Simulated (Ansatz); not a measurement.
Geometry optimisation, Ansatz, UKS PBE0/def2-mTZVP.

The input (input.yaml):

```yaml
crystal:
  periodic: [false, false, false]
  atoms:
    - { symbol: Ge, position_ang: [0.0, 0.0, 0.0] }
    - { symbol: H, position_ang: [0.0, 0.0, 1.8] }
    - { symbol: O, position_ang: [1.6691, 0.0, -0.5894] }
    - { symbol: H, position_ang: [1.9855, -0.9521, -0.7061] }
    - { symbol: O, position_ang: [-0.8337, 1.4443, -0.5894] }
    - { symbol: H, position_ang: [-1.7915, 1.2136, -0.8118] }
    - { symbol: H, position_ang: [-0.73, -1.2648, -0.5162] }
    - { symbol: H, position_ang: [0.0, 0.0, 2.76] }
magnetization:
  spin_polarized: true
  initial_magnetization: 1
basis:
  gaussian: { orbitals: def2-mTZVP }
hamiltonian:
  xc: pbe0
relax:
  f_tol: 0.15
  max_steps: 25
  restrain:
    - { distance: [1, 7], at: 0.66, k: 30.0 }
    - { distance: [0, 1], at: 2.75, k: 30.0 }
```

Launched with:

```bash
$ ansatz run input.yaml --threads 4 --pin off --max-ram 5120MiB --backend cpu --events-out ev --progress --plain --runs-dir out
```

Where does it end, and by what steps?

The run converged. The restraints hold the end off the free minimum; the threshold counts their pulls, which the force column leaves out. Restrained pairs: H2–H8 (0.96 → 0.71 Å), Ge1–H2 (1.80 → 2.76 Å). After 10 steps the energy has fallen by 0.734 eV (the restraints' own energy left out); H2 moved furthest, 0.72 Å.

```json
{"step": "0", "energy less start (eV)": "0.0000", "largest force component (eV/Å)": "1.954", "accepted": "yes"}
{"step": "1", "energy less start (eV)": "-0.1728", "largest force component (eV/Å)": "1.852", "accepted": "yes"}
{"step": "2", "energy less start (eV)": "0.1949", "largest force component (eV/Å)": "5.212", "accepted": "yes"}
{"step": "3", "energy less start (eV)": "-0.2895", "largest force component (eV/Å)": "2.311", "accepted": "yes"}
{"step": "4", "energy less start (eV)": "-0.6187", "largest force component (eV/Å)": "2.127", "accepted": "yes"}
{"step": "5", "energy less start (eV)": "-0.6896", "largest force component (eV/Å)": "1.858", "accepted": "yes"}
{"step": "6", "energy less start (eV)": "-0.7279", "largest force component (eV/Å)": "1.581", "accepted": "yes"}
{"step": "7", "energy less start (eV)": "-0.7282", "largest force component (eV/Å)": "1.131", "accepted": "no"}
{"step": "8", "energy less start (eV)": "-0.7511", "largest force component (eV/Å)": "0.806", "accepted": "no"}
{"step": "9", "energy less start (eV)": "-0.7360", "largest force component (eV/Å)": "1.434", "accepted": "yes"}
{"step": "10", "energy less start (eV)": "-0.7339", "largest force component (eV/Å)": "1.531", "accepted": "yes"}
```

```xyz
8
Properties=species:S:1:pos:R:3
Ge -0.060 -0.120 -0.236
H -0.026 -0.029 2.518
O 1.558 -0.034 -0.977
H 2.146 -0.741 -0.689
O -0.779 1.328 -0.985
H -1.707 1.451 -0.758
H -0.813 -1.407 -0.755
H -0.020 -0.008 3.229
```

Run time: 18 s on 4 threads of Arm Neoverse V2, on a shared host, peak memory 0.28 GiB.
